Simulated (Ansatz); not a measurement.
C2H9BOSi can be A, `BC(C)O[SiH3]`, or B, `BOC[SiH2]C`.

Calculated with Ansatz (gas phase, PBE0-D4/def2-TZVP geometries, no zero-point term in ΔE). CCSD(T)/CBS is the MP2 limit (def2-TZVPP, def2-QZVPP) plus CCSD(T) − MP2 in def2-TZVPP, frozen cores. Functionals use def2-TZVPP. B3LYP here is the variant with VWN-RPA as its local correlation; programs differ in this. One conformer a species, not always the lowest.

A:

```xyz
14

B     0.4548    2.0339   -0.3317
C     0.1714    0.5742    0.1263
C     1.4396   -0.2523    0.3348
O    -0.7486   -0.0991   -0.7257
Si   -1.6438   -1.4004   -0.2805
H    -0.1025    2.5181   -1.2697
H     1.2308    2.6816    0.3101
H    -0.2939    0.7105    1.1261
H     1.9509   -0.4177   -0.6160
H     1.2040   -1.2305    0.7614
H     2.1258    0.2589    1.0126
H    -2.7129   -1.5477   -1.2952
H    -2.2316   -1.1733    1.0719
H    -0.8440   -2.6562   -0.2245
```

B:

```xyz
14

B     0.0237   -0.8752    2.4279
O    -0.5525   -0.4904    1.2814
C    -0.2317   -1.0905    0.0273
Si    0.6228    0.1746   -1.0943
C    -0.4417    1.6912   -1.3110
H     0.8220   -1.7754    2.4330
H    -0.2992   -0.2847    3.4175
H     0.4014   -1.9730    0.1761
H    -1.1675   -1.4288   -0.4294
H     0.8855   -0.4953   -2.3997
H     1.9280    0.5324   -0.4728
H    -1.3818    1.4403   -1.8078
H     0.0685    2.4479   -1.9108
H    -0.6775    2.1269   -0.3375
```

(1) Which is lower in electronic energy at CCSD(T)/CBS, and by how much? (Estimate.)

(2) Give E(B) − E(A) in kJ/mol with HF/def2-TZVPP, CCSD(T)/def2-SVP, BLYP-D4, B3LYP-D4, CCSD/def2-TZVPP, ωB97M-V, r2SCAN-D4. (Best estimate.)

(3) Does the order hold for the free energy at 298.15 K (harmonic terms from PBE0-D4)? (An estimate is asked.)

Largest T1 diagnostic: 0.013.

Results:

(1) The calculation gave: B, by 86.9 kJ/mol.

(2) The calculation gave: HF/def2-TZVPP -70.9, CCSD(T)/def2-SVP -98.7, BLYP-D4 -94.1, B3LYP-D4 -90.1, CCSD/def2-TZVPP -84.8, ωB97M-V -89.9, r2SCAN-D4 -92.2. None reverses the order clearly.

(3) Computed: Yes: G(B) − G(A) = -78.5 kJ/mol, for one conformer each. Modes under 60 cm⁻¹, often nearly free rotors, make the harmonic entropy too high.

At CCSD(T), def2-SVP lies −11.8 kJ/mol from the extrapolated value and def2-TZVPP −0.9 kJ/mol. In def2-TZVPP, CCSD(T) changes the Hartree–Fock value by −16.9 kJ/mol (the triples alone add −3.0 kJ/mol) and MP2 by −16.6 kJ/mol.
